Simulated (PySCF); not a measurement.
Gas-phase reaction: 2 GeHF3 + GeH4 ⇌ 3 F2 + 3 GeH2

Computed with PySCF (xtb for GFN2) and rigid-rotor harmonic-oscillator thermochemistry at 1 bar. † marks an energy on the PBE0/def2-TZVP geometry and frequencies; other levels use their own. CCSD(T) freezes the core. 6-31G* has spherical d functions here. All species are closed-shell singlets. Ge: all electrons, no relativistic terms. GeHF3, GeH2: computed as isolated molecules; such fragments, hydroxides, amides, oligomers or adducts are transient or little studied in the gas. CCSD(T) isn't extrapolated to the basis-set limit.

| level | ΔH°(298 K), kJ |
|---|---|
| CCSD(T)/def2-SVP† | 2403 |
| CCSD(T)/def2-TZVPP† | ___ |
| GFN2-xTB | ___ |
| HF/6-31G* | 2487 |
| M06-2X/def2-TZVP† | ___ |
| LDA/def2-TZVP† | 2501 |
| ωB97M-V/def2-TZVP† | ___ |
| ωB97X-V/def2-TZVP† | 2475 |

### Question
Complete the blanks.

### Answer

- CCSD(T)/def2-TZVPP†, ΔH°(298 K), kJ: 2481
- GFN2-xTB, ΔH°(298 K), kJ: 1899
- M06-2X/def2-TZVP†, ΔH°(298 K), kJ: 2577
- ωB97M-V/def2-TZVP†, ΔH°(298 K), kJ: 2436
